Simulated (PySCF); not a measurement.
Si8Cl8 cubane, Si8Cl8.
Bonds: Si1–Cl2, Si1–Si3, Si1–Si7, Si1–Si11, Si3–Cl4, Si3–Si5, Si3–Si13, Si5–Cl6, Si5–Si7, Si5–Si15, Si7–Cl8, Si7–Si9, Si9–Cl10, Si9–Si11, Si9–Si15, Si11–Cl12, Si11–Si13, Si13–Cl14, Si13–Si15, Si15–Cl16.

Computed by this run: PBE0-D3(BJ)/def2-SVP geometry optimisation, gas phase in PySCF 2.14.0; density fitting, grid level 1; the optimiser is geomeTRIC in internal coordinates, started from a GFN2-xTB structure with every atom displaced at random (about 0.03 Å).

The end geometry, which sets the zero of energy:
```
atom  x, y, z in Å
Si1    -1.6133    1.3011    0.0978
Cl2    -3.1658    2.6531    0.1487
Si3    -1.0777   -0.3459    1.7365
Cl4    -2.0979   -0.7096    3.4882
Si5    -0.6852   -1.9622    0.0159
Cl6    -1.4123   -3.8887    0.0151
Si7    -1.2388   -0.3122   -1.6371
Cl8    -2.4818   -0.6518   -3.2446
Si9     1.0498    0.3468   -1.7383
Cl10    2.1728    0.6621   -3.4343
Si11    0.6959    1.9439    0.0021
Cl12    1.3542    3.8948   -0.0135
Si13    1.2343    0.2998    1.6475
Cl14    2.3848    0.5981    3.3280
Si15    1.6090   -1.3061   -0.0843
Cl16    3.2376   -2.5572   -0.2611
```

**Question.** These geometries come from the run, each turned onto the end geometry. Order them by energy, lowest first.
A.
```
atom  x, y, z in Å
Si1    -1.5638    1.2447    0.1122
Cl2    -3.2217    2.5983    0.1850
Si3    -1.1348   -0.3495    1.7341
Cl4    -2.0255   -0.6747    3.4823
Si5    -0.7106   -1.9926   -0.0184
Cl6    -1.4022   -3.8828    0.0206
Si7    -1.2226   -0.3133   -1.6501
Cl8    -2.4236   -0.5896   -3.2749
Si9     1.0671    0.3589   -1.7064
Cl10    2.1158    0.6719   -3.4557
Si11    0.6764    1.9646    0.0102
Cl12    1.4083    3.8994   -0.0068
Si13    1.1699    0.3397    1.6192
Cl14    2.4198    0.6146    3.2822
Si15    1.6100   -1.3544   -0.0987
Cl16    3.2032   -2.5693   -0.1684
```
B.
```
atom  x, y, z in Å
Si1    -1.6138    1.3083    0.0985
Cl2    -3.1828    2.6435    0.1472
Si3    -1.0699   -0.3418    1.7371
Cl4    -2.1233   -0.6886    3.4734
Si5    -0.6810   -1.9618    0.0200
Cl6    -1.4058   -3.8880   -0.0054
Si7    -1.2395   -0.3127   -1.6285
Cl8    -2.4954   -0.6485   -3.2276
Si9     1.0536    0.3385   -1.7410
Cl10    2.1732    0.6587   -3.4376
Si11    0.6973    1.9372    0.0001
Cl12    1.3524    3.8904   -0.0016
Si13    1.2420    0.2970    1.6500
Cl14    2.3993    0.6002    3.3266
Si15    1.6157   -1.3076   -0.0870
Cl16    3.2435   -2.5586   -0.2576
```
C.
```
atom  x, y, z in Å
Si1    -1.6081    1.2968    0.0950
Cl2    -3.1967    2.6049    0.1414
Si3    -1.0981   -0.3561    1.7468
Cl4    -2.0797   -0.7002    3.5270
Si5    -0.6947   -1.9577    0.0094
Cl6    -1.4099   -3.8928    0.0137
Si7    -1.2303   -0.3087   -1.6451
Cl8    -2.4621   -0.6144   -3.2691
Si9     1.0644    0.3522   -1.7224
Cl10    2.1370    0.6566   -3.4567
Si11    0.6953    1.9766   -0.0008
Cl12    1.3840    3.9137   -0.0061
Si13    1.2052    0.3017    1.6289
Cl14    2.4090    0.5666    3.2817
Si15    1.6073   -1.3113   -0.0839
Cl16    3.2429   -2.5616   -0.1934
```
D.
```
atom  x, y, z in Å
Si1    -1.6041    1.2909    0.0949
Cl2    -3.1938    2.5951    0.1441
Si3    -1.1055   -0.3586    1.7475
Cl4    -2.0688   -0.7032    3.5329
Si5    -0.6985   -1.9593    0.0066
Cl6    -1.4104   -3.8936    0.0206
Si7    -1.2296   -0.3071   -1.6489
Cl8    -2.4552   -0.6076   -3.2776
Si9     1.0652    0.3566   -1.7188
Cl10    2.1316    0.6597   -3.4581
Si11    0.6936    1.9825   -0.0008
Cl12    1.3918    3.9158   -0.0089
Si13    1.1970    0.3048    1.6245
Cl14    2.4092    0.5644    3.2726
Si15    1.6044   -1.3132   -0.0831
Cl16    3.2388   -2.5611   -0.1811
```
E.
```
atom  x, y, z in Å
Si1    -1.5866    1.2698    0.1002
Cl2    -3.2049    2.5923    0.1595
Si3    -1.1218   -0.3575    1.7453
Cl4    -2.0477   -0.6961    3.5225
Si5    -0.7057   -1.9739   -0.0044
Cl6    -1.4086   -3.8929    0.0250
Si7    -1.2272   -0.3077   -1.6527
Cl8    -2.4400   -0.5961   -3.2835
Si9     1.0668    0.3614   -1.7128
Cl10    2.1236    0.6680   -3.4586
Si11    0.6866    1.9804    0.0024
Cl12    1.4039    3.9121   -0.0117
Si13    1.1829    0.3201    1.6213
Cl14    2.4145    0.5828    3.2723
Si15    1.6052   -1.3307   -0.0886
Cl16    3.2247   -2.5661   -0.1697
```

**Answer.** B (0.002 eV), C (0.006 eV), D (0.010 eV), E (0.055 eV), A (0.270 eV).

In the order of the answer:

```csv
step,E above end (eV),largest force (eV/Å),rms force component (eV/Å),rms distance from end (Å),rms bond change (Å),bond most changed (Å)
6,0.002,0.07,0.018,0.015,0.002,Si9–Si15 -0.004
3,0.006,0.14,0.035,0.038,0.004,Si1–Si3 +0.007
2,0.010,0.15,0.043,0.045,0.004,Si3–Si5 +0.007
1,0.055,0.93,0.252,0.054,0.017,Si1–Cl2 +0.031
0,0.270,2.11,0.631,0.064,0.042,Si1–Cl2 +0.082
```

What follows is the cost of the whole optimisation. Time: 11 min wall, 23 min CPU; peak memory 3.5 GiB. Hardware: 2 threads, Intel Xeon Platinum 8488C (x86_64) (shared host).
